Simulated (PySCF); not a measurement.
Si(Cl)(Me)(Et)2, SMILES Cl[Si](CC)(CC)C (C5H13ClSi) (GFN2-xTB optimised geometry):

```
20

C      0.010    -2.389     1.587
C     -0.544    -0.970     1.486
Si     0.151     0.015     0.000
C      2.056     0.015     0.000
Cl    -0.484    -0.900    -1.713
C     -0.507     1.810     0.000
C     -2.030     1.906    -0.014
H      1.087    -2.373     1.738
H     -0.198    -2.946     0.676
H     -0.443    -2.921     2.422
H     -1.631    -1.026     1.408
H     -0.328    -0.440     2.415
H      2.453     0.418     0.926
H      2.447    -0.992    -0.117
H      2.450     0.613    -0.816
H     -0.127     2.342     0.873
H     -0.115     2.334    -0.873
H     -2.437     1.391    -0.881
H     -2.453     1.455     0.880
H     -2.350     2.946    -0.054
```

Method: PySCF with PBE0/def2-SVP.

**Question.** What are the frontier orbital energies and the dipole moment?

**Answer.** HOMO-2 -9.20 eV, HOMO-1 -8.08 eV, HOMO -7.81 eV, LUMO 1.55 eV, LUMO+1 1.83 eV; dipole moment 1.79 D.

Meta-Löwdin charges at PBE0/def2-SVP: C1 -0.29, C2 -0.41, Si3 0.90, C4 -0.56, Cl5 -0.31, C6 -0.41, C7 -0.29, H8 0.09, H9 0.10, H10 0.10, H11 0.11, H12 0.10, H13 0.12, H14 0.12, H15 0.12, H16 0.10, H17 0.11, H18 0.10, H19 0.09, H20 0.10.
